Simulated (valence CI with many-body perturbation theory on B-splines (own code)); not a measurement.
# Ir27+: calculated level list

Computed by valence CI with perturbative core correlation (CI+MBPT): four valence electrons over a frozen Dirac-Fock core [Kr] 4d10, radial functions for each j: 7 s, 7 p, 7 d, 7 f, 4 g, 2 h, with the one-electron correlation potential Σ1 (screened to all orders), the two-electron term Σ2, the three-electron term Σ3, Breit, model QED; selected single and double excitations, second order for the rest, scaled by the run's own slope (own B-spline code, finite nucleus).

The last digits are not significant, and no measured levels were compared; by estimate large intervals hold to a few tenths of a per cent, small ones and those within an open d or f shell to about a per cent. Excitations out of the core, of the other parity, are not computed and may begin above about 176 eV (a cautious bound); beyond it only levels of the ground parity were kept, without lifetimes.

Levels 91 to 135 of 203, with energies above the lowest level, 4f4 5I_4. "Leading %" is the weight of the configuration and term that name the level; weights of strongly mixed levels are sums over their largest components and can fall short. In the jj column 3d3/2^4 stands for four electrons in 3d with j = 3/2.

| No. | Configuration | Term | J | E (cm⁻¹) | Leading % | Leading jj | Second component |
| --- | --- | --- | --- | --- | --- | --- | --- |
| 91 | 4f4 | 3D | 1 | 225210 | 86 | 4f5/2 4f7/2^3 (68 %) | 11 % 4f4 3P |
| 92 | 4f4 | 3F | 2 | 231280 | 40 | 4f5/2^2 4f7/2^2 (50 %) | 31 % 4f4 3P |
| 93 | 4f4 | 1H | 5 | 233490 | 55 | 4f5/2 4f7/2^3 (59 %) | 21 % 4f4 3H |
| 94 | 4f4 | 1S | 0 | 245620 | 65 | 4f5/2 4f7/2^3 (68 %) | 34 % 4f4 3P |
| 95 | 4f4 | 3F | 4 | 252090 | 70 | 4f5/2^2 4f7/2^2 (48 %) | 11 % 4f4 3H |
| 96 | 4f4 | 3H | 6 | 252700 | 52 | 4f5/2^2 4f7/2^2 (56 %) | 44 % 4f4 1I |
| 97 | 4f4 | 3P | 2 | 253350 | 77 | 4f5/2^2 4f7/2^2 (46 %) | 8 % 4f4 3D |
| 98 | 4f4 | 3F | 3 | 257350 | 81 | 4f5/2 4f7/2^3 (94 %) | 11 % 4f4 3D |
| 99 | 4f4 | 3H | 4 | 258070 | 73 | 4f5/2^2 4f7/2^2 (44 %) | 13 % 4f4 1G |
| 100 | 4f4 | 3F | 2 | 259310 | 50 | 4f7/2^4 (57 %) | 20 % 4f4 1D |
| 101 | 4f4 | 1I | 6 | 269010 | 51 | 4f5/2 4f7/2^3 (81 %) | 42 % 4f4 3H |
| 102 | 4f4 | 3H | 5 | 271360 | 68 | 4f5/2 4f7/2^3 (95 %) | 31 % 4f4 1H |
| 103 | 4f4 | 3P | 1 | 276750 | 95 | 4f5/2 4f7/2^3 (90 %) |  |
| 104 | 4f4 | 3P | 0 | 293420 | 80 | 4f7/2^4 (64 %) | 19 % 4f4 1S |
| 105 | 4f4 | 1G | 4 | 297470 | 89 | 4f5/2 4f7/2^3 (48 %) | 5 % 4f4 3G |
| 106 | 4f4 | 1D | 2 | 357890 | 97 | 4f5/2^2 4f7/2^2 (58 %) |  |
| 107 | 4f4 | 1S | 0 | 415040 | 96 | 4f5/2^2 4f7/2^2 (59 %) |  |
| 108 | 4f3 5s | 5I° | 4 | 1078100 | 82 | 4f5/2^3 5s (84 %) | 17 % 4f3 5s 3H° |
| 109 | 4f3 5s | 5I° | 5 | 1086300 | 52 | 4f5/2^3 5s (80 %) | 27 % 4f3 5s 3I° |
| 110 | 4f3 5s | 5I° | 6 | 1109800 | 79 | 4f5/2^2 4f7/2 5s (90 %) | 14 % 4f3 5s 3I° |
| 111 | 4f3 5s | 3I° | 5 | 1113300 | 48 | 4f5/2^2 4f7/2 5s (84 %) | 41 % 4f3 5s 5I° |
| 112 | 4f3 5s | 5F° | 1 | 1117900 | 65 | 4f5/2^3 5s (78 %) | 27 % 4f3 5s 3D° |
| 113 | 4f3 5s | 5F° | 2 | 1122200 | 43 | 4f5/2^3 5s (79 %) | 22 % 4f3 5s 3D° |
| 114 | 4f3 5s | 5I° | 7 | 1129300 | 84 | 4f5/2 4f7/2^2 5s (56 %) | 8 % 4f3 5s 3K° |
| 115 | 4f3 5s | 3H° | 4 | 1136000 | 36 | 4f5/2^2 4f7/2 5s (81 %) | 24 % 4f3 5s 3G° |
| 116 | 4f3 5s | 3G° | 5 | 1136600 | 35 | 4f5/2^2 4f7/2 5s (90 %) | 18 % 4f3 5s 3H° |
| 117 | 4f3 5s | 5G° | 2 | 1137300 | 56 | 4f5/2^3 5s (69 %) | 20 % 4f3 5s 3F° |
| 118 | 4f3 5s | 5F° | 3 | 1138200 | 65 | 4f5/2^2 4f7/2 5s (56 %) | 10 % 4f3 5s 3D° |
| 119 | 4f3 5s | 3I° | 6 | 1139100 | 68 | 4f5/2^2 4f7/2 5s (60 %) | 17 % 4f3 5s 3K° |
| 120 | 4f3 5s | 5S° | 2 | 1143100 | 40 | 4f5/2^2 4f7/2 5s (82 %) | 22 % 4f3 5s 5F° |
| 121 | 4f3 5s | 5I° | 8 | 1145700 | 75 | 4f5/2 4f7/2^2 5s (48 %) | 22 % 4f3 5s 3K° |
| 122 | 4f3 5s | 5G° | 3 | 1145800 | 57 | 4f5/2^2 4f7/2 5s (69 %) | 24 % 4f3 5s 3G° |
| 123 | 4f3 5s | 5F° | 4 | 1148600 | 49 | 4f5/2^2 4f7/2 5s (81 %) | 20 % 4f3 5s 1G° |
| 124 | 4f3 5s | 3F° | 2 | 1150500 | 50 | 4f5/2^2 4f7/2 5s (88 %) | 18 % 4f3 5s 5S° |
| 125 | 4f3 5s | 3S° | 1 | 1154100 | 40 | 4f5/2^2 4f7/2 5s (85 %) | 17 % 4f3 5s 1P° |
| 126 | 4f3 5s | 3G° | 3 | 1155200 | 56 | 4f5/2^2 4f7/2 5s (87 %) | 31 % 4f3 5s 3F° |
| 127 | 4f3 5s | 3I° | 7 | 1158700 | 58 | 4f5/2^2 4f7/2 5s (50 %) | 18 % 4f3 5s 1K° |
| 128 | 4f3 5s | 5G° | 4 | 1159400 | 62 | 4f5/2^2 4f7/2 5s (83 %) | 14 % 4f3 5s 5F° |
| 129 | 4f3 5s | 3G° | 3 | 1166200 | 43 | 4f5/2^2 4f7/2 5s (70 %) | 19 % 4f3 5s 5G° |
| 130 | 4f3 5s | 5F° | 5 | 1166200 | 53 | 4f5/2 4f7/2^2 5s (75 %) | 25 % 4f3 5s 3H° |
| 131 | 4f3 5s | 3H° | 6 | 1168800 | 43 | 4f5/2 4f7/2^2 5s (57 %) | 23 % 4f3 5s 5G° |
| 132 | 4f3 5s | 3K° | 6 | 1170200 | 55 | 4f5/2 4f7/2^2 5s (60 %) | 16 % 4f3 5s 3I° |
| 133 | 4f3 5s | 3K° | 7 | 1171200 | 52 | 4f5/2^2 4f7/2 5s (54 %) | 30 % 4f3 5s 1K° |
| 134 | 4f3 5s | 5D° | 0 | 1175000 | 51 | 4f5/2^2 4f7/2 5s (95 %) | 49 % 4f3 5s 3P° |
| 135 | 4f3 5s | 5D° | 2 | 1176000 | 33 | 4f5/2^2 4f7/2 5s (58 %) | 21 % 4f3 5s 3D° |

Names give the largest LS component (configuration and term), which can be under half, so a name can repeat, a term be missing and a line seem to break the LS rules; names also repeat where a configuration has a term twice.

Where two levels of one J and parity lie close, their mixing, g and order are uncertain.
